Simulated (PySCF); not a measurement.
In(Br)(NH2)2 (BrH4InN2), SMILES [NH2][In]([NH2])[Br]. Atoms are numbered in the order given.

```xyz
8

In    -0.7019    -0.0358     0.0000
Br     1.8137     0.0105     0.0000
N     -1.5788     0.1604    -1.8324
H     -0.9920    -0.1626    -2.6012
H     -2.5000    -0.2652    -1.9307
N     -1.5788     0.1604     1.8324
H     -2.5000    -0.2652     1.9307
H     -0.9920    -0.1626     2.6012
```
Charge 0, spin multiplicity 1.

Geometry optimised at B3LYP-D3(BJ)/def2-SVP. The def2 effective core potentials stand for the cores of In; spin–orbit coupling is left out. One conformer was computed; it need not be the lowest.

Level of theory: C-PCM-B3LYP/def2-SVP in PySCF 2.14.0.

The values are the electrostatic part of the solvation free energy, E(continuum) − E(gas) at the gas-phase geometry, in a cavity of scaled van der Waals radii (PySCF's table); cavitation and dispersion terms are not included. A continuum can't describe solvent molecules that bind to the metal. In vacuum the orbital gap is 5.13 eV. The dipole moment in vacuum is 3.67 D.

Computed values in water (ε = 78.36), benzene (ε = 2.27), N,N-dimethylformamide (ε = 37.22):
```csv
solvent,ε,ΔG(elec) (kcal/mol),dipole (D),gap (eV)
water,78.36,-9.4,4.82,5.25
benzene,2.27,-5.0,4.25,5.20
"N,N-dimethylformamide",37.22,-9.3,4.80,5.24
```
